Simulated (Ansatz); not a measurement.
Ansatz (an electronic-structure program) input (CCSD(T)/def2-SVPD):

Ansatz 0.2 input:
```yaml
crystal:
  periodic: [false, false, false]
  atoms:
    - {symbol: In, position_ang: [-0.02967168, -0.00358786, 0.01269558]}
    - {symbol: H, position_ang: [1.17788858, -0.42135877, 1.27724158]}
    - {symbol: H, position_ang: [0.15846299, 1.70811810, -0.50352042]}
    - {symbol: H, position_ang: [0.11756071, -1.11095433, -1.39580469]}
basis:
  gaussian:
    orbitals: def2-SVPD
total_charge: -1
magnetization: {spin_polarized: true, initial_magnetization: 1}
correlation: {method: ccsd_t, electrons: outside_noble_gas}
output: {forces: true}
```

End of the output:

```
cycle   5  -2.97577551 eV  change   -4.4e-5 eV  update   4.1e-4
cycle   6  -2.97577418 eV  change    1.3e-6 eV  update   1.4e-4
cycle   7  -2.97578556 eV  change   -1.1e-5 eV  update   5.0e-5
cycle   8  -2.97578065 eV  change    4.9e-6 eV  update   1.7e-5
cycle   9  -2.97577829 eV  change    2.4e-6 eV  update   5.8e-6
cycle  10  -2.97577890 eV  change   -6.1e-7 eV  update   1.9e-6
cycle  11  -2.97577949 eV  change   -5.9e-7 eV  update   7.2e-7
perturbative correction -0.05595491 eV, -0.0020563052 hartree
the calculation of the forces begins
Total energy: -5197.89875870 eV, -191.0192561200 hartree
Atom 0 at    -0.029672    -0.003588     0.012696 Å, force    -0.256577    -0.031025     0.109781 eV/Å
Atom 1 at     1.177889    -0.421359     1.277242 Å, force     0.182976    -0.057126     0.172097 eV/Å
Atom 2 at     0.158463     1.708118    -0.503520 Å, force     0.039675     0.242214    -0.078225 eV/Å
Atom 3 at     0.117561    -1.110954    -1.395805 Å, force     0.033926    -0.154063    -0.203653 eV/Å
Dipole moment:    -0.024066    -0.002910     0.010297 e Å
```
